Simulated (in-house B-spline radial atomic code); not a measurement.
Values are calculated unless marked as measured or tabulated.
Correlation energy from the adiabatic connection: −Z exp(−kr)/r, Z = 3.89, k = 0.653

Two electrons in a singlet, external potential −Z exp(−kr)/r, Z = 3.89, k = 0.653 (atomic units). Full CI in B-splines (partial waves to l = 8, correlation up to 0.6 % small) with the density held fixed gives W(λ) = <V_ee>_λ − U, and E_c is the integral of W(λ) − W(0) from 0 to 1.

| λ | W(λ) − W(0) (hartree) |
| --- | --- |
| 0 | 0.00000 |
| 0.02 | -0.00189 |
| 0.05 | -0.00472 |
| 0.12 | -0.01124 |
| 0.25 | -0.02309 |
| 0.4 | -0.03637 |
| 0.6 | -0.05345 |
| 0.8 | -0.06986 |
| 1 | -0.08562 |

**Question.** Integrate the table by the trapezoid rule.

**Answer.** The strips give -0.00002, -0.00010, -0.00056, -0.00223, -0.00446, -0.00898, -0.01233, -0.01555, which sum to -0.04423 hartree. The direct value, W(1) − W(0) + T_c with T_c = 0.04135, is -0.04427; the curve is convex, so chords lie above it and the trapezoids fall short in size by 0.10 %.

**Question.** Now use only three numbers: W(0) = -2.1443, the initial slope W'(0) = -0.09487 (extrapolated from the first points) and the strong-coupling limit of the point-charge-plus-continuum model, W∞ = -3.0537. What do second-order theory and the interpolation W(λ) = W∞ + (W(0) − W∞)/√(1 + 2χλ) of Seidl, Perdew and Levy give?

**Answer.** Second order keeps the slope alone: E_c = W'(0)/2 = -0.04743, +7 % in size against -0.04427. Matching the slope fixes χ = W'(0)/(W∞ − W(0)) = -0.09487/(-0.90940) = 0.10432. Integrating, with s = √(1 + 2χ) = 1.099383, E_c = −(W(0) − W∞)(s − 1)/(s + 1) = −0.90940 × 0.099383/2.099383 = -0.04305 hartree, -2.8 % in size against the full result. At λ = 1 the formula gives W − W(0) = -0.08221 against -0.08562. Part of the miss can come from the model's W∞.
